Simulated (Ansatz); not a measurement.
`C#[C][GeH]([NH2])[SH]` + CH₄ → `[CH3][GeH]([NH2])[SH]` + `C#C`  (formal exchange of groups at a Ge–C bond)

Isolated molecules relaxed with PBE0-D4/def2-TZVP in Ansatz; ΔE leaves out vibrations. CCSD(T)/CBS is the MP2 limit (def2-TZVPP, def2-QZVPP) plus CCSD(T) − MP2 in def2-TZVPP, frozen cores. This one scheme is used for every species. Functionals use def2-TZVPP. B3LYP here is the variant with VWN-RPA as its local correlation; programs differ in this. For Ge outer-core shells are correlated without core-valence functions, which leaves a few kJ/mol of doubt a bond. Scalar relativity is left out up to krypton. One conformer a species, not always the lowest.

| level | ΔE (kJ/mol) | difference from CCSD(T)/CBS |
| --- | --- | --- |
| PBE-D4 | 33.3 | 1.8 |
| r2SCAN-D4 | 35.2 | 3.7 |
| PBE0-D4 | 33.2 | 1.7 |
| B3LYP-D4 | 34.5 | 3.0 |
| ωB97X-V | 32.8 | 1.3 |
| ωB97M-V | 31.9 | 0.4 |
| B2PLYP | 36.1 | 4.6 |
| PBE | 32.9 | 1.4 |
| r2SCAN | 35.0 | 3.5 |
| PBE0 | 32.7 | 1.2 |
| B3LYP | 33.9 | 2.4 |
| HF/def2-TZVPP | 37.7 | 6.2 |
| MP2/def2-TZVPP | 38.8 | 7.3 |
| SCS-MP2/def2-TZVPP | 39.5 | 8.0 |
| CCSD/def2-TZVPP | 34.6 | 3.1 |
| CCSD(T)/def2-TZVPP | 36.0 | 4.5 |
| HF/def2-QZVPP | 36.9 | 5.4 |
| MP2/def2-QZVPP | 35.9 | 4.4 |
| SCS-MP2/def2-QZVPP | 36.8 | 5.3 |
| HF/CBS(def2) | 36.8 | 5.3 |
| MP2/CBS(def2) | 34.3 | 2.8 |
| CCSD/CBS(def2) | 30.1 | -1.4 |
| CCSD(T)/CBS | 31.5 | 0 |

Largest T1 diagnostic among the species: 0.013.
